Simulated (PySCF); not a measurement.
C6H16N2, singlet, at a GFN2-xTB geometry; DF-BLYP/3-21G (PySCF).

Here is a job for PySCF.
```python
from pyscf import gto, scf, dft

mol = gto.M(
    atom='''
C     2.41516844   -1.12686093    0.94830090
N     1.34850325   -0.29983269    0.42831183
C     1.86279536    0.91719718   -0.16197953
C     0.51292923   -1.05704265   -0.48430524
C    -0.67508306   -0.26642563   -1.04320054
N    -1.31094644    0.60636413   -0.07452281
C    -1.76272826   -0.10046876    1.10462197
C    -2.38765336    1.35143374   -0.68910597
H     2.98240896   -0.55579652    1.68182244
H     1.98931009   -1.99925753    1.44366294
H     3.10776160   -1.47689264    0.16450453
H     1.02829265    1.57379002   -0.39206355
H     2.44865870    0.73157661   -1.07729691
H     2.50409915    1.41518187    0.56354713
H     0.14390305   -1.92813636    0.06502865
H     1.09348761   -1.43575956   -1.34912948
H    -0.33552784    0.36413175   -1.87015395
H    -1.39196321   -1.00034081   -1.46254152
H    -0.89807506   -0.51097913    1.61872671
H    -2.25641400    0.60637660    1.76967255
H    -2.47077017   -0.91204615    0.86900461
H    -3.20237675    0.70466205   -1.05578897
H    -1.99863244    1.92317031   -1.53148044
H    -2.79963018    2.04760171    0.03997254
''',
    basis='3-21g',
    verbose=4,
)

mf = dft.RKS(mol)
mf.xc = 'blyp'
mf.grids.atom_grid = (50, 194)
mf = mf.density_fit(auxbasis='def2-universal-jkfit')
mf.kernel()
```

It wrote (shortened):

```
PySCF version 2.14.0

[INPUT] verbose = 4
[INPUT] num. atoms = 24
[INPUT] num. electrons = 66
[INPUT] charge = 0
[INPUT] spin (= nelec alpha-beta = 2S) = 0
[INPUT] symmetry False subgroup None
[INPUT] Mole.unit = angstrom
[INPUT] Symbol           X                Y                Z      unit          X                Y                Z       unit  Magmom
[...]
nuclear repulsion = 428.371685712018
number of shells = 72
number of NR pGTOs = 168
number of NR cGTOs = 104
basis = 3-21g
ecp = {}

******** <class 'pyscf.df.df_jk.DFRKS'> ********
method = DFRKS
initial guess = minao
damping factor = 0
level_shift factor = 0
DIIS = <class 'pyscf.scf.diis.CDIIS'>
diis_start_cycle = 1
diis_space = 8
diis_damp = 0
SCF conv_tol = 1e-09
SCF conv_tol_grad = None
SCF max_cycles = 50
direct_scf = False
XC library pyscf.dft.libxc version 7.1.2
    S. Lehtola, C. Steigemann, M. J. T. Oliveira, and M. A. L. Marques,  SoftwareX 7, 1–5 (2018)
XC functionals = blyp
    A. D. Becke,  Phys. Rev. A 38, 3098 (1988)
    C. Lee, W. Yang, and R. G. Parr,  Phys. Rev. B 37, 785 (1988)
    B. Miehlich, A. Savin, H. Stoll, and H. Preuss,  Chem. Phys. Lett. 157, 200 (1989)
radial grids:
    Treutler-Ahlrichs [JCP 102, 346 (1995); DOI:10.1063/1.469408] (M4) radial grids

becke partition: Becke, JCP 88, 2547 (1988); DOI:10.1063/1.454033
pruning grids: <function nwchem_prune>
grids dens level: 3
symmetrized grids: False
atomic radii adjust function: <function treutler_atomic_radii_adjust>
User specified grid scheme (50, 194)
small_rho_cutoff = 0
Set gradient conv threshold to 3.16228e-05
Initial guess from minao.
tot grids = 158640
init E= -345.90174100151
[...]
cycle= 1 E= -345.54061950271  delta_E= 0.361  |g|= 0.543  |ddm|= 4.36
[...]
cycle= 2 E= -345.419620104136  delta_E= 0.121  |g|= 0.872  |ddm|= 2.39
[...]
cycle= 3 E= -345.626320781421  delta_E= -0.207  |g|= 0.136  |ddm|= 1.57
[...]
cycle= 4 E= -345.629986158796  delta_E= -0.00367  |g|= 0.0411  |ddm|= 0.181
[...]
cycle= 5 E= -345.630339182099  delta_E= -0.000353  |g|= 0.00321  |ddm|= 0.0439
[...]
cycle= 6 E= -345.630341344317  delta_E= -2.16e-06  |g|= 0.00205  |ddm|= 0.00695
[...]
cycle= 7 E= -345.630342396014  delta_E= -1.05e-06  |g|= 0.000147  |ddm|= 0.00235
[...]
cycle= 8 E= -345.630342403139  delta_E= -7.13e-09  |g|= 3.25e-05  |ddm|= 0.000326
[...]
cycle= 9 E= -345.630342403404  delta_E= -2.65e-10  |g|= 1.46e-05  |ddm|= 5.9e-05
[...]
Extra cycle  E= -345.630342403345  delta_E= 5.89e-11  |g|= 2.13e-05  |ddm|= 3.9e-05
converged SCF energy = -345.630342403345
```
